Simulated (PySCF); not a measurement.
Al(F)(SH)2 (AlFH2S2), SMILES [F][Al]([SH])[SH]. Atoms are numbered in the order given.

```xyz
6

Al    -0.3684    -0.0038     0.0000
F     -2.0304     0.0717     0.0000
S      0.7729     1.8515     0.0000
H     -0.3436     2.6191     0.0000
S      0.5760    -1.9628     0.0000
H      1.8237    -1.4338     0.0000
```
Charge 0, spin multiplicity 1.

Geometry optimised at B3LYP-D3(BJ)/def2-SVP. Other conformers were not sampled.

Computed with IEF-PCM-M06-2X/def2-SVP (PySCF).

The values are the electrostatic part of the solvation free energy, E(continuum) − E(gas) at the gas-phase geometry, in a cavity of scaled van der Waals radii (PySCF's table); cavitation and dispersion terms are not included. A continuum can't describe solvent molecules that bind to the metal. In vacuum the orbital gap is 8.89 eV. The dipole moment in vacuum is 1.26 D.

Computed values in water (ε = 78.36), tetrahydrofuran (ε = 7.43), chlorobenzene (ε = 5.70):
| solvent | ε | ΔG(elec) (kcal/mol) | dipole (D) | gap (eV) |
|---|---|---|---|---|
| water | 78.36 | -8.1 | 1.51 | 9.05 |
| tetrahydrofuran | 7.43 | -6.6 | 1.46 | 9.02 |
| chlorobenzene | 5.70 | -6.1 | 1.44 | 9.01 |
